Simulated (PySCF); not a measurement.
The vertical singlet excitations below were computed for one of the candidates. Method used: TDDFT CAM-B3LYP/def2-SVPD, vertical, gas phase, core orbitals frozen in the response (PySCF 2.14.0, density-fitted response routines). Geometries: GFN2-xTB, one conformer each.

```json
{"state": "S1", "ν̃ (cm⁻¹)": "41130", "f": "0.0016", "main configurations (H = HOMO, L = LUMO)": "H→L (61%), H→L+4 (14%)"}
{"state": "S2", "ν̃ (cm⁻¹)": "44670", "f": "0.0057", "main configurations (H = HOMO, L = LUMO)": "H→L+1 (59%), H→L (20%), H→L+4 (10%)"}
{"state": "S3", "ν̃ (cm⁻¹)": "46770", "f": "0.0004", "main configurations (H = HOMO, L = LUMO)": "H→L+2 (58%), H→L+1 (18%)"}
{"state": "S4", "ν̃ (cm⁻¹)": "48090", "f": "0.015", "main configurations (H = HOMO, L = LUMO)": "H→L+3 (37%), H→L+5 (31%), H→L+2 (12%)"}
{"state": "S5", "ν̃ (cm⁻¹)": "50410", "f": "0.065", "main configurations (H = HOMO, L = LUMO)": "H-1→L (80%), H-1→L+4 (8%)"}
{"state": "S6", "ν̃ (cm⁻¹)": "52280", "f": "0.0026", "main configurations (H = HOMO, L = LUMO)": "H-1→L+1 (35%), H-1→L+2 (33%), H-1→L+6 (13%)"}
{"state": "S7", "ν̃ (cm⁻¹)": "52960", "f": "0.014", "main configurations (H = HOMO, L = LUMO)": "H→L+3 (24%), H→L+7 (18%), H→L+4 (15%)"}
{"state": "S8", "ν̃ (cm⁻¹)": "53540", "f": "0.045", "main configurations (H = HOMO, L = LUMO)": "H→L+5 (44%), H→L+2 (16%), H→L+3 (8%)"}
```

Orbital energies (eV): HOMO-3 -9.90, HOMO-2 -9.63, HOMO-1 -8.69, HOMO -7.60, LUMO 0.40, LUMO+1 0.85, LUMO+2 0.96.

Problem. Which structure fits? All have the formula C2H11PSSi2.
A. `CSC[SiH2][SiH2]P`
B. `[Si@@H](C)(P)CS[SiH3]`
C. `CC[SiH2]S[SiH2]P`

Solution. A. Its S1, at 5.10 eV, is the lowest among the candidates; the nearest of the others has S1 at 5.50 eV. S1 is HOMO→LUMO (61%), HOMO→LUMO+4 (14%). Löwdin shares by element: HOMO sulfur 66%, carbon 20%; LUMO silicon 44%, sulfur 10%, phosphorus 10% (atoms not listed hold the other 36%). At the same level the other candidates give, for their lowest levels:
- `CC[SiH2]S[SiH2]P`: 5.98 eV (f 0.011); 6.11 eV (f 0.004); 6.41 eV (f 0.019); 6.62 eV (f 0.005); 6.71 eV (f 0.007); T1 5.61 eV; HOMO -8.31, LUMO 0.83 eV
- `C[Si@H](P)CS[SiH3]`: 5.50 eV (f 0.002); 5.67 eV (f 0.024); 6.41 eV (f 0.007); 6.52 eV (f 0.012); 6.73 eV (f 0.011); T1 5.06 eV; HOMO -7.96, LUMO 0.80 eV

The values belong to the conformer `[CH3:1][S:2][CH2:3][SiH2:4][SiH2:5][PH2:6]`: C1–S2–C3–Si4 59°, S2–C3–Si4–Si5 38°, C3–Si4–Si5–P6 -136°, H–P6–Si5–Si4 -161°, H–P6–Si5–Si4 -68°.
Triplets come from the Tamm–Dancoff approximation.

Without π bonds the low states are Rydberg-like; a valence basis with one diffuse set may place them up to an eV too high.
